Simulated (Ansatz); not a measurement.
CdMeI (CH₃CdI). Charge 0, multiplicity 3. Geometry PBE0-D4/def2-TZVP, that of the neutral singlet; atoms count from 1.

Cartesian coordinates in Å:
```
Cd -0.943 -0.223 0.623
C 0.782 0.185 -0.516
H 1.670 -0.051 0.070
H 0.798 1.240 -0.788
H 0.772 -0.422 -1.421
I -3.079 -0.728 2.032
```

In the def2 sets Cd, I take a core potential; there is no spin–orbit coupling. At PBE0-D4/def2-TZVP a singlet of charge 0 lies 4.82 eV below the triplet at the same geometry.

(1) Estimate the Mulliken populations from the PBE0/def2-TZVP orbitals of Ansatz.

(2) Where does the spin sit?

(3) And the Mayer bond orders between heavy atoms (over 0.3)?

Answers

(1) 
```tsv
atom	charge (e)	spin (α − β)	d electrons
Cd1	0.11	0.79	9.98
C2	-0.43	0.54	–
H3	0.14	0.01	–
H4	0.14	0.01	–
H5	0.14	0.01	–
I6	-0.10	0.64	–
```
Mulliken values depend strongly on the basis.

(2) Summed by element: Cd 0.79, C 0.54, H 0.03, I 0.64, of 2 unpaired in all. Largest on single atoms: Cd1 0.79, I6 0.64, C2 0.54.

(3) Cd1–I6 0.66 (2.61 Å).
